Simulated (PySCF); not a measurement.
## C₆ coefficients of unlike pairs at UHF

Calculated with PySCF 2.14 from the dipole response of each species, C₆(A,B) = (3/π) ∫ α_A(iu) α_B(iu) du, in atomic units, from isotropic polarisabilities. For ions this is the dispersion term alone; charge-induced terms of lower order in 1/R come first.

```
species           configuration                                                                 basis      relativity  α (bohr³)  C₆ (like pair)
     K⁺               [Ar] (1S)                                          aug-cc-pVQZ-X2C (8s7p5d3f2g)   spin-free X2C      5.171           20.89
   Se³⁺  [Ar] 3d10 4s2 4p1 (2P)                               aug-cc-pVTZ-PP with ECP10MDF (6s5p4d2f)  core potential      6.934           23.95
     Ni       [Ar] 3d8 4s2 (3F)                                        aug-cc-pwCVTZ-DK (10s9p7d4f3g)   spin-free X2C      62.08           537.8
    Pd⁺           [Kr] 4d9 (2D)  def2-QZVPPD with the def2 core potential (28 electrons) (7s5p4d4f2g)  core potential      10.03           59.64
```

(1) Estimate C₆ for Ni with K⁺.

No spin-orbit coupling is included.

The other pairs:

```tsv
pair	C₆
Ni, Se³⁺	97.60
Se³⁺, K⁺	21.90
Pd⁺, Se³⁺	37.28
Pd⁺, K⁺	35.13
Pd⁺, Ni	145.5
```

## Answers

(1) The integral gives 81.32. The combination rule 2 C_A C_B / (C_A α_B/α_A + C_B α_A/α_B) gives 76.01 and the geometric mean 106.0.
